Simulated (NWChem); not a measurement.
A series in which one site is exchanged, each optimised at PBE0/def2-SVP with NWChem, gas phase unless a solvent is named. All stand in one matching conformer (torsions within 35°), which need not be the lowest. This build's default masses of Se (78.918 u) and Br (79.917 u) are each other's, which moves their modes by up to 0.6 %.

A: [SeH][Al]([OH])[OH] (AlH$_{3}$SeO$_{2}$; site = Al)
B: [SeH][Ga]([OH])[OH] (GaH3SeO2; site = Ga)
C: OB(O)[SeH] (BH3SeO2; site = B)

Values for A:

| Property | Result |
|---|---|
| dipole (D), PBE0/def2-SVP | 1.27 |
| orbital gap (eV), PBE0/def2-SVP | 6.79 |
| highest harmonic frequency (cm⁻¹), PBE0/def2-SVP | 4002 |

**Question.** How do these values change for the other members?

**Answer.** 
| change from A | B | C |
|---|---|---|
| dipole (D), PBE0/def2-SVP | -0.38 | +0.15 |
| orbital gap (eV), PBE0/def2-SVP | -0.18 | +0.55 |
| highest harmonic frequency (cm⁻¹), PBE0/def2-SVP | -78 | -63 |
